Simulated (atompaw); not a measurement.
**Mo (Z = 42): variants of one PAW (atompaw) potential**

Base potential:

```json
{
  "Element": "Mo",
  "Generator": "atompaw 4.2.0.5",
  "Type": "PAW",
  "Functional": "PBE",
  "Relativity": "scalar-relativistic",
  "Frozen core": "[Ar] 3d10",
  "Valence charge": "14",
  "Reference configuration": "4s2 4p6 4d5 5s1 5p0",
  "Partial waves": "4s (bound): rc 1.40 bohr; 5s (bound): rc 2.55 bohr; 4p (bound): rc 2.00 bohr; 5p (bound, empty): rc 2.55 bohr; 4d (bound): rc 2.55 bohr; 4d channel at 1.95 Ry: rc 1.80 bohr",
  "Local potential": "ultrasoft scheme with l = 3 at 0.5 Ry, radius 2.05 bohr",
  "Core correction": "smooth core density matched at 1.35 bohr",
  "Augmentation charge": "sinc compensation charge, radius 1.95 bohr; PAW radius 2.55 bohr; waves and projectors: custom polynom2 7 10 vanderbiltortho"
}
```

Cutoffs, loose and tight: the cutoffs (Ry, on a coarse ladder) from which the occupation-weighted sum of valence levels, in a spherical-Bessel basis at the reference potential, stays within 10 and 1 mRy of its value at 400 Ry. They see the waves, projectors and local potential, not the compensation charge or the core. A dash means not determined.

A true bound ghost makes a file unfit for plane-wave use even where its test errors are small: the radial tests pick states by their node count and pass the ghost by.

```tsv
change	outcome	cutoff, loose	cutoff, tight	bound ghosts
base	generated	30 Ry	70 Ry	none
local potential ultrasoft scheme with l = 3 at 0.5 Ry, radius 1.30 bohr	generated	30 Ry	70 Ry	d
local potential ultrasoft scheme with l = 3 at 0.5 Ry, radius 1.46 bohr	generated	30 Ry	70 Ry	d
local potential ultrasoft scheme with l = 3 at 0.5 Ry, radius 1.64 bohr	generated	30 Ry	70 Ry	d
local potential ultrasoft scheme with l = 3 at 0.5 Ry, radius 1.84 bohr	generated	30 Ry	70 Ry	d
local potential ultrasoft scheme with l = 3 at 0.5 Ry, radius 2.04 bohr	generated	30 Ry	70 Ry	none
local potential ultrasoft scheme with l = 3 at 0.5 Ry, radius 2.26 bohr	generated	30 Ry	70 Ry	none
local potential ultrasoft scheme with l = 3 at 0.5 Ry, radius 2.48 bohr	generated	30 Ry	70 Ry	none
```

Task: What comes out with this change to the base: local potential ultrasoft scheme with l = 3 at 0.5 Ry, radius 1.08 bohr?

Result: outcome: generated; cutoff, loose: 30 Ry; cutoff, tight: 70 Ry; bound ghosts: s, d.

Reading the sweep of the r_vloc (base included, trends over the rows without a ghost): The loose cutoff stays near 30 Ry. Bound ghosts are found at 1.08, 1.3, 1.46, 1.64, 1.84 bohr.
